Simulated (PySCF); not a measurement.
Compound: K2.
InChI=1S/2K

Level: PBE0/pcSseg-1 in PySCF, non-relativistic, on one gas-phase PBE0-D3(BJ)/def2-SVP geometry that isn't relaxed in the solvent. The solvent is an IEF-PCM continuum (Bondi radii, 1.10 Å for H, scaled by 1.2). The model holds no explicit solvent molecules, cavitation or dispersion.

| run | E − E(gas) (kcal/mol) | HOMO (eV) | HOMO–LUMO gap (eV) | dipole (D) |
| --- | --- | --- | --- | --- |
| gas | 0.00 | -2.90 | 1.67 | 0.00 |
| P | -0.79 | -2.86 | 1.76 | 0.00 |
| Q | -2.14 | -2.89 | 1.93 | 0.00 |

Task: The runs were made in benzene and dimethylsulfoxide. Which run belongs to which solvent?

Result: P = benzene, Q = dimethylsulfoxide. The dielectric constants are 2.271 (benzene), 46.83 (dimethylsulfoxide), and the energy falls further as ε rises. In this model the ground state sees the solvent through ε alone.

Task: How constant is the ratio of the lowering to (ε − 1)/(2ε + 1)?

Result: 
```csv
solvent,(ε − 1)/(2ε + 1),E − E(gas) (kcal/mol),ratio (kcal/mol),polarisation term (kcal/mol)
benzene,0.229,-0.79,-3.5,-0.90
dimethylsulfoxide,0.484,-2.14,-4.4,-2.86
```

The ratio changes by +27.9 % in size from benzene to dimethylsulfoxide. The polarisation term is half the interaction of the solute with the induced surface charges.
